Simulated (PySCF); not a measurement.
Highest orbital energy against ionisation energy along the 5p block

Calculated with PySCF 2.14, no spin-orbit coupling. Each cell gives −ε(HOMO) / ΔSCF in eV; NIST values include spin-orbit coupling, (s) semi-empirical, (t) theoretical.

```tsv
species	UHF	LDA	PBE	PBE0	r2SCAN	NIST (lowest levels)
In (aug-cc-pVTZ-PP with one added diffuse shell each of d, f type with ECP28MDF, ECP)	5.475 / 5.214	2.847 / 5.710	2.815 / 5.583	3.585 / 5.615	3.043 / 5.706	5.786
Sn (aug-cc-pVTZ-PP with one added diffuse shell each of d, f type with ECP28MDF, ECP)	7.261 / 6.851	4.161 / 7.412	4.109 / 7.260	5.024 / 7.306	4.394 / 7.403	7.344
Sb (aug-cc-pVTZ-PP with one added diffuse shell each of d, f type with ECP28MDF, ECP)	9.097 / 8.583	5.514 / 9.121	5.458 / 8.965	6.517 / 9.043	5.821 / 9.166	8.608
Te (aug-cc-pVTZ-PP with one added diffuse shell each of d, f type with ECP28MDF, ECP)	8.487 / 7.734	5.383 / 8.989	5.255 / 8.721	6.274 / 8.722	5.490 / 8.736	9.010
I (aug-cc-pVTZ-PP with one added diffuse shell each of d, f type with ECP28MDF, ECP)	10.407 / 9.546	6.852 / 10.784	6.709 / 10.498	7.859 / 10.525	6.986 / 10.531	10.451
Xe (aug-cc-pVTZ-PP with one added diffuse shell each of d, f type with ECP28MDF, ECP)	12.418 / 11.465	8.363 / 12.610	8.223 / 12.328	9.513 / 12.393	8.580 / 12.428	12.130
```

**Question.** How far is −ε(HOMO) from ΔSCF on average for each method, and why?

**Answer.** UHF 0.63 eV; LDA -3.58 eV; PBE -3.46 eV; PBE0 -2.47 eV; r2SCAN -3.28 eV. Hartree-Fock orbital energies lack relaxation and so exceed the ΔSCF value; semilocal functionals have convex E(N) from self-interaction, so their HOMO lies far too high; exact exchange moves hybrids part of the way back.
